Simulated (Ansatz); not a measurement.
Start from `CC[SiH](F)I` and change one atom or group to get `F[SiH2]I`.

Ansatz, PBE0-D4/def2-TZVP geometries, multiplicity 1. Each molecule was computed in one conformer, which needn't be the lowest.

Elements past krypton have def2 core potentials.  Spin–orbit coupling is left out; it splits and shifts lone-pair levels of the heavy atoms by tenths of an eV.

```
                                        property  `CC[SiH](F)I`
              LUMO energy (PBE0/def2-TZVPP) / eV          -0.13
         HOMO–LUMO gap (ωB97M-V/def2-TZVPP) / eV          11.55
             HOMO energy (B3LYP/def2-TZVPP) / eV          -7.47
             HOMO–LUMO gap (PBE/def2-TZVPP) / eV           5.58
size of the dipole moment (B3LYP/def2-TZVPP) / D           2.12
             LUMO energy (B3LYP/def2-TZVPP) / eV          -0.36
```

(1) Give the same properties after the change, and the shifts. (Best estimate.)

Results:

(1) Computed: 
```tsv
property	`F[SiH2]I`	shift
LUMO energy (PBE0/def2-TZVPP) / eV	-0.54	-0.41
HOMO–LUMO gap (ωB97M-V/def2-TZVPP) / eV	11.34	-0.21
HOMO energy (B3LYP/def2-TZVPP) / eV	-7.71	-0.24
HOMO–LUMO gap (PBE/def2-TZVPP) / eV	5.41	-0.17
size of the dipole moment (B3LYP/def2-TZVPP) / D	1.19	-0.93
LUMO energy (B3LYP/def2-TZVPP) / eV	-0.78	-0.42
```

With PBE0 the HOMO falls by 0.24 eV and the LUMO falls by 0.41 eV, so the gap narrows by about 0.17 eV. PBE moves the HOMO by -0.24 eV and ωB97M-V by -0.23 eV. Dipoles are sizes alone; their direction can turn.

B3LYP here is the variant with VWN-RPA as its local correlation; programs differ in this.
